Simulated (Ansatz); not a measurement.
C$_{7}$H$_{12}$O$_{2}$ (`C=CCCC(=O)OCC`), relaxed with RKS PBE0-D4/def2-TZVP in Ansatz from a PBE-D4/def2-SVP geometry. The force threshold is 0.005 eV/Å; the program also tests the step.

Total charge 0; spin multiplicity 1.

Start:

```xyz
21

C     2.351    3.002   -0.879
C     1.782    1.785   -0.913
C     0.451    1.471   -1.540
C    -0.594    0.977   -0.529
C    -0.257   -0.378    0.066
O     0.570   -1.154   -0.380
O    -1.020   -0.628    1.159
C    -0.839   -1.919    1.784
C    -1.677   -2.990    1.105
H     3.328    3.170   -0.400
H     1.863    3.880   -1.337
H     2.300    0.929   -0.445
H     0.588    0.674   -2.303
H     0.057    2.367   -2.062
H    -1.587    0.870   -1.018
H    -0.745    1.702    0.298
H    -1.148   -1.766    2.837
H     0.238   -2.182    1.754
H    -2.748   -2.707    1.086
H    -1.331   -3.153    0.065
H    -1.583   -3.951    1.651
```

How much energy does the relaxation release, and in how many steps? (An estimate is asked.)

The calculation gave: 2.36 kcal/mol, in 7 steps.

Which bonds change most? (Estimate.)

The calculation gave: C1–C2 from 1.344 to 1.325 Å; C5–O7 from 1.357 to 1.338 Å; C8–H18 from 1.109 to 1.091 Å; C1–H11 from 1.104 to 1.086 Å.

Give the relaxed structure. (Best estimate.)

Computed: 
```xyz
21

C     2.322    2.975   -0.876
C     1.768    1.771   -0.899
C     0.451    1.456   -1.528
C    -0.583    0.968   -0.522
C    -0.255   -0.378    0.065
O     0.556   -1.148   -0.378
O    -1.005   -0.625    1.146
C    -0.830   -1.905    1.768
C    -1.665   -2.965    1.092
H     3.281    3.150   -0.402
H     1.839    3.831   -1.338
H     2.283    0.934   -0.432
H     0.589    0.678   -2.286
H     0.063    2.344   -2.033
H    -1.564    0.866   -1.001
H    -0.717    1.682    0.294
H    -1.143   -1.751    2.801
H     0.229   -2.165    1.747
H    -2.720   -2.684    1.087
H    -1.333   -3.121    0.064
H    -1.565   -3.911    1.629
```
